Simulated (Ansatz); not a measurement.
`CO[SiH](F)O[SiH3]` + `[OH][GeH3]` → `[SiH3][O][GeH3]` + `CO[SiH](O)F`  (ligand exchange at the Si–O bond)

Program: Ansatz. Geometries: PBE0-D4/def2-TZVP. ΔE: electronic, gas phase. CBS: MP2 limit from def2 TZ/QZ plus the TZ coupled-cluster correction, frozen cores. Functionals use def2-TZVPP. B3LYP here is the variant with VWN-RPA as its local correlation; programs differ in this. For Ge outer-core shells are correlated without core-valence functions, which leaves a few kJ/mol of doubt a bond. Scalar relativity is left out up to krypton. One conformer a species, not always the lowest.

| level | ΔE (eV) |
| --- | --- |
| ωB97X-V | 0.02 |
| B2PLYP | 0.02 |
| r2SCAN | 0.02 |
| B3LYP | 0.03 |
| HF/def2-TZVPP | 0.03 |
| SCS-MP2/def2-TZVPP | 0.02 |
| MP2/def2-QZVPP | 0.02 |
| SCS-MP2/def2-QZVPP | 0.03 |

(1) What does CCSD(T)/CBS give? (Best estimate.)

Largest T1 diagnostic among the species: 0.012.

## Answers

(1) Computed: +0.03 eV. The listed levels differ from it by -0.01, -0.01, -0.01, 0.00, 0.00, -0.01, -0.01, 0.00 eV.
